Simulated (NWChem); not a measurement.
System: C4H5Cl; SMILES C=C=CCCl

Input file for NWChem:

```
start job
memory heap 200 mb stack 900 mb global 1100 mb
geometry units angstroms noautoz
  C      0.521901    -2.840805     0.174211
  C     -0.014245    -1.700608    -0.169508
  C     -0.557916    -0.555684    -0.503331
  C     -0.708389     0.586236     0.453797
  Cl     0.286443     2.037871    -0.065472
  H      1.588113    -3.024471     0.055559
  H     -0.074728    -3.651185     0.588859
  H     -0.926975    -0.402298    -1.516891
  H     -1.737377     0.949626     0.493700
  H     -0.371781     0.321752     1.456001
end
basis spherical
  * library def2-svp
end
dft
  xc xcamb88 1.00 lyp 1.0 hfexch 1.00
  cam 0.33 cam_alpha 0.0 cam_beta 1.0
  iterations 150
  mulliken
end
task dft energy
```

NWChem printed, in part:

```
             Northwest Computational Chemistry Package (NWChem) 7.3.0
             --------------------------------------------------------

 C1  symmetry detected

                             Geometry "geometry" -> ""
                             -------------------------

 Output coordinates in angstroms (scale by  1.889725989 to convert to a.u.)

  No.       Tag          Charge          X              Y              Z
 ---- ---------------- ---------- -------------- -------------- --------------
    1 C                    6.0000     0.50507027    -2.88786469     0.16966635
    2 C                    6.0000    -0.01396840    -1.73846929    -0.16964701
    3 C                    6.0000    -0.54046191    -0.58427370    -0.49904652
    4 C                    6.0000    -0.67400103     0.55603231     0.46250792
    5 Cl                  17.0000     0.34243426     1.99467594    -0.05104731
    6 H                    1.0000     1.56843848    -3.08695064     0.05036683
    7 H                    1.0000    -0.10362923    -3.69086205     0.58112112
    8 H                    1.0000    -0.90707032    -0.42145894    -1.51202495
    9 H                    1.0000    -1.69745928     0.93457198     0.50376063
   10 H                    1.0000    -0.34149572     0.28266094     1.46369617

 Effective nuclear repulsion energy (a.u.)     183.5796038744

                                 NWChem DFT Module
                                 -----------------

 Summary of "ao basis" -> "ao basis" (spherical)
 ------------------------------------------------------------------------------
       Tag                 Description            Shells   Functions and Types
 ---------------- ------------------------------  ------  ---------------------
 C                          def2-svp                 6       14   3s2p1d
 Cl                         def2-svp                 8       18   4s3p1d
 H                          def2-svp                 3        5   2s1p

            General Information
            -------------------
          SCF calculation type: DFT
          Wavefunction type:  closed shell.
          No. of atoms     :    10
          No. of electrons :    46
           Alpha electrons :    23
            Beta electrons :    23
          Charge           :     0
          Spin multiplicity:     1
          Use of symmetry is: off; symmetry adaption is: off
          Maximum number of iterations: 150
          AO basis - number of functions:    99
                     number of shells:    47
          Convergence on energy requested:  1.00D-06
          Convergence on density requested:  1.00D-05
          Convergence on gradient requested:  5.00D-04

              XC Information
              --------------
                     Hartree-Fock (Exact) Exchange  1.000
                   CAM-Becke88 Exchange Functional  1.000
              Lee-Yang-Parr Correlation Functional  1.000

           Range-Separation Parameters
           ---------------------------
           Alpha           :  0.00
           Beta            :  1.00
           Gamma           :  0.33
           Short-Range HF  :     F

             Grid Information
             ----------------
          Grid used for XC integration:  medium
          Radial quadrature: Mura-Knowles
          Angular quadrature: Lebedev.
          Tag              B.-S. Rad. Rad. Pts. Rad. Cut. Ang. Pts.
          ---              ---------- --------- --------- ---------
          C                   0.70       49          11.0       434
          Cl                  1.00       88          13.0       590
          H                   0.35       45          12.0       434
          Grid pruning is: on
          Number of quadrature shells:   509
          Spatial weights used:  Erf1

      Superposition of Atomic Density Guess
      -------------------------------------

 Sum of atomic energies:        -612.31915636

      Non-variational initial energy
      ------------------------------

 Total energy =    -614.970886
 1-e energy   =   -1203.250624
 2-e energy   =     404.700134
 HOMO         =      -0.298530
 LUMO         =      -0.002706

     ---------------------------------------------
      Total Density - Mulliken Population Analysis
     ---------------------------------------------

    Atom       Charge   Shell Charges
 -----------   ------   -------------------------------------------------------
    1 C    6     6.33   1.99  0.95  0.30  2.02  1.04  0.03
    2 C    6     5.86   1.99  0.99  0.29  1.84  0.71  0.04
    3 C    6     6.26   1.99  0.96  0.29  2.00  0.98  0.04
    4 C    6     5.82   1.99  0.94  0.21  1.75  0.90  0.04
    5 Cl  17    17.33   2.00  1.99  1.23  0.72  5.94  2.14  3.29  0.02
    6 H    1     0.86   0.65  0.19  0.03
    7 H    1     0.86   0.65  0.19  0.03
    8 H    1     0.88   0.66  0.19  0.02
    9 H    1     0.90   0.68  0.19  0.02
   10 H    1     0.91   0.69  0.20  0.02

   convergence    iter        energy       DeltaE   RMS-Dens  Diis-err
 ---------------- ----- ----------------- --------- --------- ---------
 d= 0,ls=0.0,diis     1   -614.5506080545 -7.98D+02  1.02D-02  6.01D-01
 d= 0,ls=0.0,diis     2   -614.5936312323 -4.30D-02  3.68D-03  1.63D-01
 d= 0,ls=0.0,diis     3   -614.6102226999 -1.66D-02  1.28D-03  3.04D-02
 d= 0,ls=0.0,diis     4   -614.6142017331 -3.98D-03  2.81D-04  8.69D-04
 d= 0,ls=0.0,diis     5   -614.6143190333 -1.17D-04  1.36D-04  1.40D-04
  Resetting Diis
 d= 0,ls=0.0,diis     6   -614.6143420112 -2.30D-05  3.42D-05  3.70D-06
 d= 0,ls=0.0,diis     7   -614.6143431037 -1.09D-06  1.42D-05  5.10D-07
 d= 0,ls=0.0,diis     8   -614.6143432528 -1.49D-07  4.51D-06  1.28D-07

         Total DFT energy =     -614.614343252787
      One electron energy =    -1207.212630767242
           Coulomb energy =      460.006881242040
    Exchange-Corr. energy =      -50.988197601992
 Nuclear repulsion energy =      183.579603874407

 Numeric. integr. density =       46.000003882720

                       DFT Final Molecular Orbital Analysis
                       ------------------------------------

 Vector   21  Occ=2.000000D+00  E=-3.852351D-01
              MO Center=  1.9D-01,  1.2D+00, -8.6D-03, r^2= 3.5D+00
   Bfn.  Coefficient  Atom+Function         Bfn.  Coefficient  Atom+Function
  ----- ------------  ---------------      ----- ------------  ---------------
    67      0.402668   5 Cl px               69      0.364072   5 Cl pz
    64      0.294380   5 Cl px               66      0.268141   5 Cl pz
    68     -0.203553   5 Cl py               61      0.171603   5 Cl px
    63      0.156023   5 Cl pz               65     -0.154912   5 Cl py
    95     -0.147395  10 H  s                31      0.143457   3 C  s

 Vector   22  Occ=2.000000D+00  E=-3.741146D-01
              MO Center=  1.2D-01, -8.1D-01, -1.7D-02, r^2= 5.3D+00
   Bfn.  Coefficient  Atom+Function         Bfn.  Coefficient  Atom+Function
  ----- ------------  ---------------      ----- ------------  ---------------
     6      0.322908   1 C  pz               67      0.286500   5 Cl px
    20      0.231019   2 C  pz                9      0.220853   1 C  pz
    64      0.210771   5 Cl px               68     -0.196092   5 Cl py
    23      0.157925   2 C  pz               19      0.144719   2 C  py
    34     -0.142142   3 C  pz               65     -0.138568   5 Cl py

 Vector   23  Occ=2.000000D+00  E=-3.616575D-01
              MO Center= -8.4D-02, -6.5D-01, -1.9D-01, r^2= 4.0D+00
   Bfn.  Coefficient  Atom+Function         Bfn.  Coefficient  Atom+Function
  ----- ------------  ---------------      ----- ------------  ---------------
    32      0.331299   3 C  px               18      0.291313   2 C  px
    68      0.241042   5 Cl py               35      0.208303   3 C  px
    69      0.201193   5 Cl pz               21      0.184421   2 C  px
    65      0.179574   5 Cl py               33      0.162483   3 C  py
    20     -0.153452   2 C  pz               66      0.145616   5 Cl pz

 Vector   24  Occ=0.000000D+00  E= 7.055882D-02
              MO Center= -9.6D-02, -8.3D-01, -7.5D-02, r^2= 4.7D+00
   Bfn.  Coefficient  Atom+Function         Bfn.  Coefficient  Atom+Function
  ----- ------------  ---------------      ----- ------------  ---------------
    45      0.514487   4 C  s                21     -0.437818   2 C  px
    81     -0.386260   7 H  s                68      0.382550   5 Cl py
    18     -0.370113   2 C  px               76      0.355288   6 H  s
    35      0.314063   3 C  px               32      0.257241   3 C  px
    60     -0.257097   5 Cl s                67      0.237614   5 Cl px

 Vector   25  Occ=0.000000D+00  E= 8.412806D-02
              MO Center= -3.1D-02, -1.8D+00, -1.1D-01, r^2= 3.7D+00
   Bfn.  Coefficient  Atom+Function         Bfn.  Coefficient  Atom+Function
  ----- ------------  ---------------      ----- ------------  ---------------
    45      0.749927   4 C  s                86     -0.492365   8 H  s
     9      0.474790   1 C  pz               23     -0.458005   2 C  pz
    91     -0.419686   9 H  s                20     -0.409814   2 C  pz
     6      0.316101   1 C  pz               36     -0.252872   3 C  py
    96     -0.216682  10 H  s                22     -0.214425   2 C  py

 Vector   26  Occ=0.000000D+00  E= 1.444551D-01
              MO Center= -5.0D-01,  1.9D-01,  4.7D-01, r^2= 5.9D+00
   Bfn.  Coefficient  Atom+Function         Bfn.  Coefficient  Atom+Function
  ----- ------------  ---------------      ----- ------------  ---------------
    45      2.038790   4 C  s                91     -1.091154   9 H  s
    96     -0.946197  10 H  s                76     -0.520880   6 H  s
     3      0.506856   1 C  s                60     -0.504691   5 Cl s
    68      0.424912   5 Cl py               50      0.411496   4 C  py
    31     -0.392418   3 C  s                22      0.337504   2 C  py

     ---------------------------------------------
      Total Density - Mulliken Population Analysis
     ---------------------------------------------

    Atom       Charge   Shell Charges
 -----------   ------   -------------------------------------------------------
    1 C    6     6.22   1.98  0.88  0.28  2.13  0.92  0.03
    2 C    6     5.80   1.99  0.93  0.31  2.02  0.52  0.04
    3 C    6     6.18   1.98  0.89  0.30  2.14  0.84  0.03
    4 C    6     5.95   1.98  0.92  0.13  2.08  0.80  0.04
    5 Cl  17    17.17   2.00  1.98  1.24  0.73  5.93  2.17  3.09  0.03
    6 H    1     0.93   0.71  0.20  0.02
    7 H    1     0.94   0.71  0.21  0.02
    8 H    1     0.95   0.71  0.21  0.02
    9 H    1     0.93   0.72  0.19  0.02
   10 H    1     0.94   0.72  0.20  0.02

     -------------------------------------------
      Total Density - Lowdin Population Analysis
     -------------------------------------------

    Atom       Charge   Shell Charges
 -----------   ------   -------------------------------------------------------
    1 C    6     6.10   1.96  0.58  0.32  1.91  1.26  0.07
    2 C    6     5.96   1.97  0.64  0.30  1.82  1.14  0.08
    3 C    6     6.11   1.96  0.59  0.31  1.95  1.21  0.09
    4 C    6     6.07   1.96  0.60  0.32  1.86  1.23  0.09
    5 Cl  17    16.99   2.00  1.95  1.04  0.81  5.82  2.29  3.05  0.03
    6 H    1     0.95   0.61  0.27  0.07
    7 H    1     0.95   0.61  0.27  0.07
    8 H    1     0.95   0.61  0.27  0.07
    9 H    1     0.96   0.63  0.26  0.07
   10 H    1     0.96   0.63  0.26  0.07

     Multipole analysis of the density
     ---------------------------------

     L   x y z        total         alpha         beta         nuclear
     -   - - -        -----         -----         ----         -------
     0   0 0 0     -0.000000    -23.000000    -23.000000     46.000000

     1   1 0 0     -0.360165     -0.180083     -0.180083     -0.000000
     1   0 1 0     -0.669774     -0.334887     -0.334887     -0.000000
     1   0 0 1      0.206039      0.103019      0.103019     -0.000000

     2   2 0 0    -26.464881    -38.756531    -38.756531     51.048180
     2   1 1 0     -1.619812      4.739081      4.739081    -11.097974
     2   1 0 1     -0.043083     -0.047345     -0.047345      0.051608
     2   0 2 0    -27.385520   -306.514027   -306.514027    585.642533
     2   0 1 1     -0.547870      0.417618      0.417618     -1.383105
     2   0 0 2    -27.116813    -28.182102    -28.182102     29.247392
```

Level: LC-BLYP (range parameter 0.33 per bohr)/def2-SVP. Structure relaxed at the B3LYP/6-31G* (spherical d) level.
